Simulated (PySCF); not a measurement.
Computed shifts of a molecule C4H9NSi, PBE/pcSseg-1 run with PySCF, GIAO, gas phase, atoms alike by connectivity averaged where their shifts nearly agree, in ppm (number of nuclei): ¹⁵N: 8.5 (1). ²⁹Si: -52.3 (1). ¹³C: 164.6 (1), 159.4 (1), 39.8 (1), 39.3 (1). ¹H: 7.52 (1), 5.43 (1), 5.25 (1), 3.14 (2), 3.05 (2), 0.35 (1), 0.06 (1). References: ¹⁵N against NH3 (σ = 267.0 ppm); ²⁹Si against TMS (σ = 335.4 ppm); ¹³C against TMS (σ = 182.0 ppm); ¹H against TMS (σ = 31.49 ppm), references at their B3LYP-D3(BJ)/def2-TZVP geometries, non-relativistic. Geometry optimised at TPSSh-D3(BJ)/def2-SVP. Other conformers were not sampled.

Task: Pick the molecule that these values belong to.
(A) CC(C)([SiH3])C#N
(B) C=C1CCN[SiH2]1
(C) [SiH3]N1C=CCC1
(D) N[SiH2]C1=CCC1

Result: D, N[SiH2]C1=CCC1
